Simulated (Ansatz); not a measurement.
Molecule: PbF (charge 0, doublet). 
Structure (B3LYP-D3(BJ)/def2-TZVP (Ansatz, a program for electronic structure) minimum search):
SMILES: [F][Pb]
```xyz
2

Pb     0.0000     0.0000    -0.2049
F      0.0000     0.0000     1.8668
```
Charge 0, spin multiplicity 2.

Property: vertical ionisation energy (to the singlet state of charge +1; each state is the SCF solution reached for its spin), in eV. Valence correlation only, unless marked. UHF or UKS for open shells. Spin-orbit coupling is left out. The frozen core is the preceding noble-gas configuration, with the filled d and f shells of earlier blocks. In def2 rows, elements after Kr have scalar-relativistic effective core potentials. CBS marks a two-point X^-3 extrapolation of the correlation energy; Hartree-Fock from the larger set.

| level | program | vertical ionisation energy (eV) |
|---|---|---|
| SVWN5/def2-TZVPD | Ansatz | 7.08 |

Q: Estimate the value at CCSD(T)/CBS(def2-TZVPPD,def2-QZVPPD) as computed with Ansatz.

A: 6.89 eV, so SVWN5/def2-TZVPD differs from it by 0.19 eV.
